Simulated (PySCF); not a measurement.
CH₃Cd (SMILES [CH3][Cd]), doublet, at a GFN2-xTB geometry (such geometries of metal compounds can be far from the true shape) (the spin is typed, not shown lowest) (core potentials on Cd), with bond 1-2 at 1.5 times its length; HF/def2-SV(P) run with PySCF.

PySCF was given this input:
```python
from pyscf import gto, scf

mol = gto.M(
    atom='''
Cd   -1.145742   -0.725582   -0.904208
C     1.437858    0.910574    1.134743
H     2.000201    0.137968    1.655324
H     0.943465    1.570745    1.844606
H     2.087197    1.477259    0.470377
''',
    basis='def2-sv(p)',
    ecp={'Cd': 'def2-sv(p)'},
    charge=0,
    spin=1,
    verbose=4,
)

mf = scf.UHF(mol)
mf.kernel()
mo_i, mo_e, stable_i, stable_e = mf.stability(internal=True, external=True, return_status=True, nroots=6, tol=1e-6)
print('internally stable:', stable_i, ' externally stable:', stable_e)
if not stable_i:
    umf = mf.copy()
    umf.scf_summary = {}
    umf.kernel(umf.make_rdm1(mo_i, mf.mo_occ))
```

The log (banner, timings and long lists left out):

```
PySCF version 2.14.0

[INPUT] verbose = 4
[INPUT] num. atoms = 5
[INPUT] num. electrons = 29
[INPUT] charge = 0
[INPUT] spin (= nelec alpha-beta = 2S) = 1
[INPUT] symmetry False subgroup None
[INPUT] Mole.unit = angstrom
[INPUT] Symbol           X                Y                Z      unit          X                Y                Z       unit  Magmom
[INPUT]  1 Cd    -1.145742000000  -0.725582000000  -0.904208000000 AA   -2.165138589411  -1.371151260914  -1.708705479641 Bohr   0.0
[INPUT]  2 C      1.437858000000   0.910574000000   1.134743000000 AA    2.717157826015   1.720735476150   2.144353491767 Bohr   0.0
[INPUT]  3 H      2.000201000000   0.137968000000   1.655324000000 AA    3.779832084081   0.260721733954   3.128109007420 Bohr   0.0
[INPUT]  4 H      0.943465000000   1.570745000000   1.844606000000 AA    1.782890458113   2.968277861530   3.485800147729 Bohr   0.0
[INPUT]  5 H      2.087197000000   1.477259000000   0.470377000000 AA    3.944230698014   2.791614925049   0.888883705295 Bohr   0.0

nuclear repulsion = 34.5739780134047
number of shells = 22
number of NR pGTOs = 86
number of NR cGTOs = 44
basis = def2-sv(p)
ecp = {'Cd': 'def2-sv(p)'}

******** <class 'pyscf.scf.uhf.UHF'> ********
method = UHF
initial guess = minao
damping factor = 0
level_shift factor = 0
DIIS = <class 'pyscf.scf.diis.CDIIS'>
diis_start_cycle = 1
diis_space = 8
diis_damp = 0
SCF conv_tol = 1e-09
SCF conv_tol_grad = None
SCF max_cycles = 50
direct_scf = True
direct_scf_tol = 1e-13
number electrons alpha = 15  beta = 14
Set gradient conv threshold to 3.16228e-05
init E= -191.496310593261

cycle= 1 E= -205.758038304637  delta_E= -14.3  |g|= 1.02  |ddm|= 2.39
cycle= 2 E= -206.152846158877  delta_E= -0.395  |g|= 0.665  |ddm|= 2.46
cycle= 3 E= -206.345791627519  delta_E= -0.193  |g|= 0.0725  |ddm|= 0.664
cycle= 4 E= -206.357757708827  delta_E= -0.012  |g|= 0.0351  |ddm|= 0.166
cycle= 5 E= -206.360935625827  delta_E= -0.00318  |g|= 0.0123  |ddm|= 0.111
cycle= 6 E= -206.361208241741  delta_E= -0.000273  |g|= 0.00554  |ddm|= 0.0359
cycle= 7 E= -206.361266044589  delta_E= -5.78e-05  |g|= 0.00226  |ddm|= 0.0181
cycle= 8 E= -206.361279862484  delta_E= -1.38e-05  |g|= 0.000877  |ddm|= 0.00906
cycle= 9 E= -206.361282901232  delta_E= -3.04e-06  |g|= 0.000361  |ddm|= 0.00448
cycle= 10 E= -206.361283788982  delta_E= -8.88e-07  |g|= 0.000254  |ddm|= 0.00213
cycle= 11 E= -206.361284608624  delta_E= -8.2e-07  |g|= 0.00014  |ddm|= 0.003
cycle= 12 E= -206.361284883593  delta_E= -2.75e-07  |g|= 4.63e-05  |ddm|= 0.00237
cycle= 13 E= -206.361284899446  delta_E= -1.59e-08  |g|= 1.55e-05  |ddm|= 0.000591
cycle= 14 E= -206.36128490011  delta_E= -6.64e-10  |g|= 4.85e-06  |ddm|= 0.000112
Extra cycle  E= -206.361284900141  delta_E= -3.14e-11  |g|= 2.41e-06  |ddm|= 9.64e-06
converged SCF energy = -206.361284900141  <S^2> = 0.76812334  2S+1 = 2.018042
uhf_internal: lowest eigs of H = [0.08308168 0.08308169 0.09952221 0.40699563 0.42763385 0.42763394]
<class 'pyscf.scf.uhf.UHF'> wavefunction is stable in the internal stability analysis
uhf_real2complex: lowest eigs of H = [0.14331096 0.1448335  0.14483353 0.14793726 0.14793728 0.16040791]
<class 'pyscf.scf.uhf.UHF'> wavefunction is stable in the real -> complex stability analysis
uhf_external: lowest eigs of H = [1.65269898e-07 4.15029488e-02 4.15030279e-02 4.93466226e-02
 1.46281108e-01 1.46281215e-01]
<class 'pyscf.scf.uhf.UHF'> wavefunction is stable in the UHF/UKS -> GHF/GKS stability analysis
internally stable: True  externally stable: True
```
